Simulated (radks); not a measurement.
Coulomb parameter of the 3d shell of the scandium ion Sc+ in the model configuration [Ar] 3d1 4s1, as a second difference U = [E(n + 0.5) + E(n - 0.5) - 2 E(n)] / (0.5)^2 with all orbitals relaxed. "Bare": the charge of the atom changes with n. "Screened": the 4s shell takes up the change at fixed total charge, which measures U(3d,3d) + U(4s,4s) - 2 U(3d,4s). Calculated with a radial shooting solver on a logarithmic mesh with Libxc functionals: scalar-relativistic Kohn-Sham, LDA (Slater exchange, Perdew-Wang correlation), spin-unpolarised, spherical densities, point nucleus.

case              configuration  E - E(n) (eV)
start              [Ar] 3d1 4s1          0.000
bare +0.5        [Ar] 3d1.5 4s1         -3.819
bare -0.5        [Ar] 3d0.5 4s1          6.579
screened +0.5  [Ar] 3d1.5 4s0.5          0.114
screened -0.5  [Ar] 3d0.5 4s1.5          0.436

U(bare) = 11.039 eV, U(screened by 4s) = 2.197 eV, against the Slater integral F0(3d,3d) = 14.967 eV with frozen orbitals.
